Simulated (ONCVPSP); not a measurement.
# cobalt, ONCV: configuration errors across variants

ONCVPSP 4.0.1 input, shortened (lines: element, Z, core and valence counts, functional; n l f; lmax; l rc ep ncon nbas qcut; lloc lpopt rc5 dvloc0; l nproj debl; icmod fcfact rcfact), Wu-Cohen, non-relativistic:

```
  Co 27.00    3    3  -118130      upf
    1    0    2.00
    2    0    2.00
    2    1    6.00
    3    0    2.00
    3    1    6.00
    3    2    6.00
    3
    0    0.95    0.00    3    6   11.90
    1    0.95    0.00    4    8   17.30
    2    0.95    0.00    4    9   19.20
    3    0.80    0.46    3    8   12.30
    4    5    0.60    1.00
    0    2    2.10
    1    2    1.30
    2    2    2.70
    3    2    3.90
    3    2.25    1.10
```

In the s channel the program set the typed energies aside and used -5.069, 0.250 Ha. In the p channel the program set the typed energies aside and used -3.788, 0.250 Ha.

All-electron excitation energies from the reference (eV): (1) 3s2 3p6 3d7 4s2 -61.441; (2) 3s2 3p6 3d7 4s1 -52.530; (3) 3s2 3p6 3d7 -36.104; (4) 3s2 3p6 3d7 4s1 4p1 -57.170.

2 further variants failed, have other tests or too few solved ones, and are left out.

Errors AE − PS in meV (a dash: test not solved or not reliable):

| change | (1) | (2) | (3) | (4) | bound ghosts | GHOST(+) flags above zero |
| --- | --- | --- | --- | --- | --- | --- |
| base | +0.6 | +1.5 | +3.7 | +1.1 | none | s |
| all radii but the core radius scaled by about 0.78 (s 0.74, p 0.74, d 0.74, f 0.62 bohr); local potential polynomial inside 0.48 bohr (lpopt 5, dvloc0 1 Ha) | +0.3 | +0.7 | +1.7 | +0.5 | none | s, f |
| all radii but the core radius scaled by about 0.86 (s 0.82, p 0.82, d 0.82, f 0.68 bohr); local potential polynomial inside 0.52 bohr (lpopt 5, dvloc0 1 Ha) | +0.4 | +0.9 | +2.2 | +0.6 | none | s |
| all radii but the core radius scaled by about 0.93 (s 0.88, p 0.88, d 0.88, f 0.74 bohr); local potential polynomial inside 0.56 bohr (lpopt 5, dvloc0 1 Ha) | +0.5 | +1.2 | +2.8 | +0.8 | none | s |
| all radii but the core radius scaled by about 1.05 (s 1.00, p 1.00, d 1.00, f 0.84 bohr); local potential polynomial inside 0.64 bohr (lpopt 5, dvloc0 1 Ha) | +0.7 | +1.8 | +4.4 | +1.4 | none | s |
| all radii but the core radius scaled by about 1.20 (s 1.14, p 1.14, d 1.14, f 0.96 bohr); local potential polynomial inside 0.72 bohr (lpopt 5, dvloc0 1 Ha) | +1.3 | +3.2 | +7.3 | +2.6 | none | s |

Q: Give the same row for: all radii but the core radius scaled by about 1.11 (s 1.06, p 1.06, d 1.06, f 0.88 bohr); local potential polynomial inside 0.66 bohr (lpopt 5, dvloc0 1 Ha).

A: +0.9, +2.2, +5.4, +1.7; bound ghosts: none; GHOST(+) flags above zero: s.
